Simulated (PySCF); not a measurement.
## Structure elucidation problem

An unknown has the formula C2H8OSi2. Its calculated NMR data are:

1H NMR (300 MHz, computed): δ 5.02 (s, 3H), 4.82 (m, 1H), 1.02 (m, 2H), 0.39 (m, 2H).

13C{1H} NMR (computed): δ -2.0 (CH2, 2C).

[PySCF: geometry from GFN2-xTB; shielding tensors at PBE0/pcSseg-1 (GIAO); one averaged value for each set of equivalent atoms; no relativistic terms; single conformer; gas phase]

Shifts are taken against calculated references (same method and geometry level): 1H (σ = 31.72 ppm) and 13C (σ = 186.93 ppm) against TMS.

Problem. Which candidate is it?
A. O[SiH2]/C=C/[SiH3]
B. O=C([SiH3])C[SiH3]
C. CC(=O)[SiH2][SiH3]
D. [SiH3]O[C@H]1C[SiH2]1
E. O[SiH2]/C=C\[SiH3]
F. [SiH3]O[SiH]1CC1

Solution. F. 

1. Rings plus π bonds: 1 (1 ring in the answer).
2. 1 carbon signal for 2 carbons: some carbons are equivalent by symmetry or fast rotation.
3. Carbon types of the structure: 2 × CH2, leaving 4 H on heteroatoms.
4. δC -2.0: three-membered-ring carbon; carbons of three-membered rings are unusually shielded.
5. δH 5.02: hydrogen on a silicon bonded to O.
6. δH 4.82: hydrogen on a silicon bonded to 2 C, O, in a 3-membered ring.
7. δH 1.02, 0.39: hydrogen on a three-membered-ring carbon; cyclopropane-type protons are shielded by the ring.

The others: O[SiH2]/C=C/[SiH3] would give 2 carbon signals, not 1; O[SiH2]/C=C\[SiH3] would give 2 carbon signals, not 1; O=C([SiH3])C[SiH3] would give 2 carbon signals, not 1; CC(=O)[SiH2][SiH3] would give 2 carbon signals, not 1; [SiH3]O[C@H]1C[SiH2]1 would give 2 carbon signals, not 1.

Shifts are as computed. Against solution values, carbons near 30 ppm lie about +3 ppm off and those near 130 ppm about +5 ppm (rms about the fit 2.1 ppm; single classes can miss by 10 ppm). Of 1328 compounds with measured shifts, 309 miss one by over three times the rms of a fit or turn the order of signals round; such compounds aren't used in these exercises. Signals without a measured value on file couldn't be tested in this way; 1H shifts scatter by 0.2 ppm about their fit, and single ones miss by 0.5 ppm. Multiplicities follow the n + 1 count of equivalent neighbours, as no J values were calculated; m marks all less simple cases, F and P coupling included.
